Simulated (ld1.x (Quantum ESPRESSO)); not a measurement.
Results of a calculation; reference values are marked as such.
**Potentials for mercury compared**

Generated with ld1.x 7.5 (TM, RRKJ, ultrasoft, PAW), atompaw 4.2 or ONCVPSP 4.0.1. The cutoff is in Ry: for ld1.x and atompaw files where the sum of valence levels is converged to 10 mRy in a Bessel basis, for ONCV files where the hardest occupied wave has 1 mHa per electron of residual kinetic energy. The error is the largest all-electron minus pseudo excitation energy over each file’s own four to seven test configurations (ionisations up to +4, promotions, holes and added fractions of an electron), all of which were solved. The labels leave out finer settings (local radius, basis sizes, second energies), which also bear on the numbers. Spin-polarised tests are not counted. The rows are a selection from randomly drawn settings: files with unsolved tests, undetermined cutoffs or missed reference levels are left out.

A true bound ghost makes a file unfit for plane-wave use even where its test errors are small: the radial tests pick states by their node count and pass the ghost by.

| potential | cutoff (Ry) | largest error (meV) | bound ghosts |
| --- | --- | --- | --- |
| TM, PBE, scalar-relativistic, rc 1.75/1.00/1.45 (spd), local s, core correction yes, reference 5p6 5d10 6s2 6p0 | 160 | -1360 | none |
| TM, PBE, scalar-relativistic, rc 2.20/1.50/1.90 (spd), local s, core correction yes, reference 5p6 5d10 6s0 6p0 | 70 | -1049 | none |
| TM, PBE, fully relativistic, rc 1.70/3.25/1.80 (spd), local s, core correction no, reference 5d10 6s2 6p0 | 50 | -246 | none |
| TM, LDA (PZ), scalar-relativistic, rc 1.75/2.20/1.50 (spd), local p, core correction no, reference 5d10 6s0 6p0 | 50 | -153 | none |
| TM, LDA (PZ), scalar-relativistic, rc 1.75/2.50/1.60 (spd), local d, core correction yes, reference 5d10 6s1 6p0 | 50 | -90 | s, p |

Task: Fill in the row for Hg: TM semilocal, PBE, scalar-relativistic, rc 1.95/3.25/2.05 (spd), local p, core correction yes, reference 5d10 6s2 6p0.

Result: cutoff 45 Ry, largest error -78 meV, bound ghosts: none.

Task: Fill in the row for Hg: TM, LDA (PZ), scalar-relativistic, rc 1.65/3.30/1.25 (spd), local s, core correction yes, reference 5d10 6s2 6p0.

Result: cutoff 80 Ry, largest error -138 meV, bound ghosts: none.
